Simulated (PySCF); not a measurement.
Species: C3H6N2Si.
Atom-mapped SMILES: `[N:1]#[C:2][CH2:3]/[CH:4]=[N:5]\[SiH3:6]` (hydrogens: H7, H8 on C3; H9 on C4; H10, H11, H12 on Si6)

Method: PBE0-D3(BJ)/def2-SVP geometry optimisation, gas phase (PySCF 2.14.0); density fitting, grid level 1; the optimiser is geomeTRIC in internal coordinates, started from a GFN2-xTB structure with every atom displaced at random (about 0.01 Å).

Step 0: E = -14047.3078 eV
```
atom  x, y, z in Å  |  force x, y, z in eV/Å
N1     -2.5608    2.0139    0.0148   -2.757   5.911  -1.438
C2     -2.1022    1.0286    0.2504    2.231  -5.046   1.327
C3     -1.4905   -0.2339    0.5255    2.315   0.347   0.166
C4     -0.7069   -0.7168   -0.7056   -4.126   0.377   0.505
N5      0.4807   -0.8992   -0.8349    3.258  -0.423  -0.366
Si6     1.8993   -0.7014    0.1276   -0.205  -0.383   0.085
H7     -0.7604   -0.1155    1.3638   -0.511  -0.067  -0.202
H8     -2.2317   -0.9486    0.7977   -0.896  -0.948   0.335
H9     -1.3917   -0.9174   -1.5359   -0.307  -0.102  -0.551
H10     2.6851    0.2408   -0.6391    0.668   0.503  -0.310
H11     1.7373   -0.2152    1.5164   -0.089   0.163   0.363
H12     2.4480   -2.0611    0.1625    0.418  -0.332   0.086
```

Step 1: E = -14047.6617 eV
```
atom  x, y, z in Å  |  force x, y, z in eV/Å
N1     -2.6178    2.0790    0.0259    0.208  -0.592   0.145
C2     -2.1323    1.0513    0.2688   -0.251   0.701  -0.168
C3     -1.4671   -0.2150    0.5252   -0.391  -0.373   0.104
C4     -0.7689   -0.7333   -0.7195    0.891   0.016  -0.075
N5      0.4725   -0.9291   -0.8601   -0.650  -0.045  -0.111
Si6     1.9100   -0.7352    0.1046    0.029   0.109   0.113
H7     -0.7661   -0.0969    1.3621    0.086   0.002   0.042
H8     -2.2363   -0.9625    0.8298    0.220   0.250  -0.049
H9     -1.4482   -0.9288   -1.5714   -0.030  -0.021   0.009
H10     2.7967    0.2323   -0.6060   -0.074  -0.012   0.005
H11     1.6664   -0.2319    1.5014    0.038  -0.018  -0.009
H12     2.5973   -2.0556    0.1825   -0.077  -0.018  -0.006
```

Step 2: E = -14047.6754 eV
```
atom  x, y, z in Å  |  force x, y, z in eV/Å
N1     -2.6607    2.0604    0.0291    0.021  -0.153   0.042
C2     -2.1469    1.0502    0.2677   -0.004   0.172  -0.051
C3     -1.4576   -0.2068    0.5232   -0.041  -0.066   0.060
C4     -0.7510   -0.7191   -0.7244    0.141  -0.045  -0.061
N5      0.4801   -0.9258   -0.8731   -0.185  -0.021  -0.044
Si6     1.9068   -0.7383    0.1084    0.076   0.039   0.081
H7     -0.7476   -0.0765    1.3544    0.002   0.022  -0.006
H8     -2.2091   -0.9543    0.8385    0.051   0.029  -0.014
H9     -1.4373   -0.9260   -1.5686   -0.036   0.029  -0.013
H10     2.7966    0.2233   -0.6004   -0.015   0.010   0.002
H11     1.6678   -0.2405    1.5066    0.010  -0.003  -0.004
H12     2.5652   -2.0723    0.1820   -0.020  -0.012   0.008
```

**Question.** Estimate the geometry and energy of step 3. (The exact step hangs on the optimiser's Hessian estimate; all steps are aligned on step 2, rigid shifts and turns removed.)

**Answer.** E = -14047.6717 eV, largest force 0.344 eV/Å
```
atom  x, y, z in Å  |  force x, y, z in eV/Å
N1     -2.6713    2.0418    0.0595   -0.098   0.135  -0.030
C2     -2.1277    1.0454    0.2775    0.105  -0.162   0.048
C3     -1.4182   -0.2059    0.5119   -0.128   0.108  -0.090
C4     -0.7545   -0.7222   -0.7598   -0.087   0.076   0.324
N5      0.4731   -0.9318   -0.8976    0.193  -0.109  -0.240
Si6     1.8771   -0.7329    0.1202    0.053  -0.035  -0.025
H7     -0.6758   -0.0653    1.3138   -0.030   0.008  -0.050
H8     -2.1487   -0.9524    0.8598   -0.071  -0.078   0.046
H9     -1.4576   -0.9272   -1.5920    0.042   0.036   0.001
H10     2.7782    0.2237   -0.5784    0.013   0.012   0.003
H11     1.6122   -0.2260    1.5095   -0.002   0.007   0.000
H12     2.5196   -2.0729    0.2187    0.012   0.003   0.012
```

The energy changes by +0.0037 eV. The first-order estimate −F·Δx gives -0.0088 eV and the mean of the old and new forces, exact on a quadratic surface, +0.0035 eV. The step makes an angle of 82° with the force vector and moves no atom by more than 0.083 Å. The energy falls at the start of this step and ends higher, so the step passed the lowest point of its straight line.

Hardware: Arm Neoverse V1, one thread, on a shared host.
